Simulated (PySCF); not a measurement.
**SMILES C1=C[C@]2(F)[C@H]1C(Br)=C2, C₆H₄BrF**

Geometry (Å), atoms numbered from 1 in this order:
```xyz
12

F    -0.7656    2.0396   -0.6948
C    -0.3196    0.9107   -0.0847
C    -1.2807    0.1275    0.7902
C    -1.0492   -1.0253    0.1690
C    -0.0760   -0.4365   -0.8326
C     1.3331   -0.3027   -0.2995
Br    2.7658   -1.4974   -0.3998
C     1.1368    0.8552    0.3321
H    -1.8767    0.4447    1.6225
H    -1.3604   -2.0400    0.3208
H    -0.2361   -0.5809   -1.8929
H     1.7299    1.5042    0.9437
```

The calculation used PySCF, TDDFT BHandHLYP/aug-cc-pVDZ circular dichroism and optical rotation, one conformer, gas phase. Geometry: GFN2-xTB.

The calculation is non-relativistic, which matters for the atoms heavier than Zn. Singlets 12 and 13 lie within 0.01 eV of each other, so their separate moments and overlaps can depend on how they mix.

Question: What are the CIP labels of the stereocentres?

Answer: C2 R, C5 S.

Question: Which excitations and rotatory strengths does the calculation give?

Answer: Rotatory strengths R in 10⁻⁴⁰ esu² cm², velocity form and length form (origin at the centre of mass); f in length form.
```
state  E (eV)  λ (nm)       f  R (velocity)  R (length)                                    main
    1    5.25     236   0.016         -47.5       -47.7                          HOMO→LUMO 0.92
    2    5.72     217   0.050         +40.2       +40.4                        HOMO−1→LUMO 0.89
    3    6.12     203   0.002          +5.3        +5.2                        HOMO→LUMO+4 0.54
    4    6.65     187   0.007         -24.5       -24.6                        HOMO→LUMO+1 0.78
    5    6.86     181   0.013         +15.4       +15.8    HOMO−2→LUMO 0.48, HOMO−1→LUMO+4 0.10
    6    6.94     179  0.0009          -0.8        -0.8    HOMO−1→LUMO+4 0.14, HOMO−4→LUMO 0.14
    7    7.00     177   0.020          -9.1        -9.6      HOMO→LUMO+2 0.35, HOMO→LUMO+3 0.18
    8    7.07     175   0.026          -1.6        -1.3    HOMO−4→LUMO 0.55, HOMO−1→LUMO+6 0.14
    9    7.09     175   0.010         +32.7       +32.8      HOMO→LUMO+2 0.36, HOMO→LUMO+3 0.21
   10    7.11     174   0.096         +10.8       +11.1      HOMO→LUMO+6 0.48, HOMO→LUMO+3 0.12
   11    7.37     168   0.024          +1.2        +1.1      HOMO−3→LUMO 0.30, HOMO−2→LUMO 0.22
   12    7.41     167   0.003         -17.2       -17.2    HOMO−1→LUMO+1 0.33, HOMO→LUMO+3 0.20
   13    7.41     167   0.023          -0.6        -0.9    HOMO→LUMO+5 0.48, HOMO−1→LUMO+1 0.11
   14    7.48     166   0.095         -13.6       -12.7    HOMO−3→LUMO 0.24, HOMO−1→LUMO+6 0.24
   15    7.60     163   0.017         +18.0       +18.1  HOMO−1→LUMO+2 0.43, HOMO−1→LUMO+3 0.10
   16    7.71     161   0.010         +22.5       +22.8  HOMO−1→LUMO+3 0.49, HOMO−1→LUMO+2 0.17
```

Among the states computed, the strongest CD band (largest |R|) is state 1. The largest dissymmetry factor in size, g = 4R/(D+G), with D and G the electric and magnetic dipole strengths, is -0.065 for state 12 (velocity form, f = 0.003), among bands with |R| over 0.5. The mirror image has the same energies and oscillator strengths and all R with the opposite sign.
